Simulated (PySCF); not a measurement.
Isomers of C8H10OS, from PBE0-D3(BJ)/def2-SVP geometry optimisation, gas phase (PySCF 2.14.0). One conformer each, no zero-point energy, no frequencies.

Question: Which isomer lies lowest at this level?
A. `[CH3:1][S@@:2](=[O:3])[CH2:4][c:5]1[cH:6][cH:7][cH:8][cH:9][cH:10]1` with C1–S2–C4–C5 67°, S2–C4–C5–C6 -110°: A = 2836, B = 638.3, C = 596.8 MHz, dipole 4.16 D
B. `[CH3:1][O:2][c:3]1[cH:4][cH:5][c:6]([S:7][CH3:8])[cH:9][cH:10]1` with C1–O2–C3–C4 180°, C5–C6–S7–C8 1°: A = 3861, B = 545.9, C = 481.3 MHz, dipole 0.76 D
C. `[CH3:1][CH2:2][O:3][c:4]1[cH:5][cH:6][cH:7][cH:8][c:9]1[SH:10]` with C1–C2–O3–C4 180°, C2–O3–C4–C5 0°, C8–C9–S10–H 180°: A = 1547, B = 914.8, C = 579.0 MHz, dipole 2.77 D
D. `[CH:1]#[C:2][C@@H:3]1[CH2:4][S:5][CH2:6][C@@H:7]([CH3:8])[C:9]1=[O:10]` with C2–C3–C4–S5 -64°, C3–C4–S5–C6 -57°, C4–S5–C6–C7 57°, S5–C6–C7–C8 175°: A = 1341, B = 1137, C = 829.2 MHz, dipole 1.11 D
E. `[CH:1]#[C:2][C@@:3]1([S@@:4]([CH3:5])=[O:6])[C@@H:7]2[CH2:8][CH2:9][C@H:10]12` with C2–C3–S4–C5 -59°: A = 1573, B = 1126, C = 876.4 MHz, dipole 4.16 D

Answer: C. That is `CCOC1=CC=CC=C1S`, 7.1 kcal/mol below the next.

```csv
SMILES,mapped SMILES,E (Eh),relative (kcal/mol),relative (kJ/mol),dipole (D)
CCOc1ccccc1S,[CH3:1][CH2:2][O:3][c:4]1[cH:5][cH:6][cH:7][cH:8][c:9]1[SH:10],-783.30976,0.0,0.0,2.77
COc1ccc(SC)cc1,[CH3:1][O:2][c:3]1[cH:4][cH:5][c:6]([S:7][CH3:8])[cH:9][cH:10]1,-783.29842,7.1,29.8,0.76
C[S@@](=O)Cc1ccccc1,[CH3:1][S@@:2](=[O:3])[CH2:4][c:5]1[cH:6][cH:7][cH:8][cH:9][cH:10]1,-783.26345,29.1,121.6,4.16
C#C[C@@H]1CSC[C@@H](C)C1=O,[CH:1]#[C:2][C@@H:3]1[CH2:4][S:5][CH2:6][C@@H:7]([CH3:8])[C:9]1=[O:10],-783.24142,42.9,179.4,1.11
C#C[C@@]1([S@@](C)=O)[C@@H]2CC[C@@H]21,[CH:1]#[C:2][C@@:3]1([S@@:4]([CH3:5])=[O:6])[C@@H:7]2[CH2:8][CH2:9][C@H:10]12,-783.12337,117.0,489.4,4.16
```

As drawn, the lowest has an aromatic ring and an S–H bond, which the highest lacks; the highest has a three-membered ring, a four-membered ring and a C≡C bond, which the lowest lacks.
